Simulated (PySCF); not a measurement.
C$_{4}$H$_{9}$O$_{2}$PSi: full NMR table

```yaml
Formula: C4H9O2PSi
SMILES: C=CCC(=O)O[SiH2]P
Point_group_of_the_computed_structure: C1
Carbon_signals: 4
Proton_signals: 6
```

Bonds (- single, = double, # triple, : aromatic): C1=C2, C2-C3, C3-C4, C4=O5, C4-O6, O6-Si7, Si7-P8. C1 carries H9, H10; C2 carries H11; C3 carries H12, H13; Si7 carries H14, H15; P8 carries H16, H17. H9 is cis to C3; H10 is trans to C3.

How the numbers were obtained: shieldings: GIAO PBE0/pcSseg-1, GFN2-xTB structure, in PySCF 2.14 (one computed conformer, fast rotation and ring inversion assumed for equivalent nuclei, non-relativistic Hamiltonian, gas phase).

δ = σ(ref) − σ, references computed at the same level: TMS for ¹H (31.72 ppm), ¹³C (186.93 ppm), ²⁹Si (349.16 ppm); ³¹P (318.38 ppm) against H3PO4; H2O for ¹⁷O (336.08 ppm).

```tsv
carbon	δC, type	δH (multiplicity)	HMBC from (2–3 bonds)	span of the C tensor (ppm)
C1	125.1, CH2	H9 5.53 (m); H10 5.47 (m)	H11, H12/H13	209
C2	140.4, CH	6.32 (m)	H9, H10, H12/H13	230
C3	48.9, CH2	3.07 (d)	H11, H9, H10	39
C4	177.7, C	–	H11, H14/H15, H12/H13	159
```

Other nuclei:
```
  atoms  nucleus                            environment  δ (ppm)  σ (ppm)
H14/H15       ¹H   hydrogen on a silicon bonded to O, P     5.49    26.23
H16/H17       ¹H  hydrogen on a phosphorus bonded to Si     1.56    30.16
     P8      ³¹P           phosphorus bonded to Si, 2 H   -289.2    607.6
    Si7     ²⁹Si            silicon bonded to O, P, 2 H     -6.4    355.6
     O5      ¹⁷O                        carbonyl oxygen    451.0   -114.9
     O6      ¹⁷O                 oxygen bonded to C, Si    182.2    153.9
```

- δC 177.7: carbonyl carbon.
- δC 140.4: alkene CH; an sp2 carbon of a C=C bond.
- δC 125.1: terminal =CH2 carbon; the olefinic region.
- δC 48.9: sp3 CH2 α to a carbonyl; α to the electron-withdrawing carbonyl group.
- δH 5.53, 5.47: hydrogen on a terminal =CH2 carbon; a vinylic proton, deshielded by the sp2 carbon and the C=C anisotropy.

Splittings by ³¹P in the carbon and heteronuclear signals aren't shown, as no couplings were computed. Shifts are as computed. Against solution values, carbons near 30 ppm lie about +3 ppm off and those near 130 ppm about +5 ppm. Of 1309 compounds with measured shifts, 239 miss one by over three times the rms of a fit or turn the order of signals round; such compounds aren't used in these exercises. Unscaled 17O shifts of doubly bonded oxygen tend to come out too high, by tens of ppm or more. Experimental scales use liquid or dissolved standards, which lie at an offset from isolated H2O (liquid H2O: subtract about 36 ppm) and H3PO4. No couplings were computed; multiplicities are counted from neighbouring protons, with m where these are inequivalent, close in shift, in a saturated or five-membered ring or joined by F or P, and br s for small geminal =CH2 splittings.
